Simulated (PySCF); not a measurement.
SMILES Fc1cccc([Si](F)(F)F)c1 (C₆H₄F₄Si), GFN2-xTB optimised geometry.

```
15

F     -2.04    -2.26     0.00
C     -1.39    -1.08     0.00
C     -2.13     0.09     0.00
C     -1.45     1.29     0.00
C     -0.06     1.32     0.00
C      0.68     0.13     0.00
Si     2.54     0.17     0.01
F      3.19     0.43     1.44
F      3.16     1.31    -0.90
F      3.20    -1.18    -0.49
C     -0.01    -1.08     0.00
H     -3.20     0.04     0.00
H     -2.00     2.22     0.00
H      0.45     2.26    -0.01
H      0.52    -2.02     0.00
```

Density from PBE0/def2-TZVP (PySCF) at that geometry.

Minimum of the electron density along straight lines between bonded atoms, close to the bond critical point (lines longer than 1.1 times the sum of covalent radii, or with two minima, are not listed):

```csv
bond,length / Å,ρ at the minimum / e bohr⁻³,∇²ρ there / e bohr⁻⁵,position (fraction from the first atom)
F1–C2,1.347,[?],[?],0.67
C2–C3,1.383,0.327,-0.99,0.52
C3–C4,1.384,0.321,-0.95,0.51
C4–C5,1.383,0.323,-0.96,0.50
C5–C6,1.396,0.312,-0.90,0.50
C6–Si7,1.866,0.130,[?],0.61
Si7–F8,1.588,0.145,1.05,0.42
Si7–F9,1.586,0.145,1.05,0.42
Si7–F10,1.585,0.145,1.06,0.42
C2–C11,1.381,0.328,-1.00,0.52
C6–C11,1.395,0.312,-0.90,0.50
C3–H12,1.078,0.289,-1.04,0.65
C4–H13,1.079,0.289,-1.04,0.65
C5–H14,1.079,0.290,-1.04,0.65
C11–H15,1.079,0.289,-1.04,0.65
```

Problem. What belongs in the gaps?

Solution. 
- F1–C2, ρ at the minimum / e bohr⁻³: 0.265
- F1–C2, ∇²ρ there / e bohr⁻⁵: -0.08
- C6–Si7, ∇²ρ there / e bohr⁻⁵: 0.16
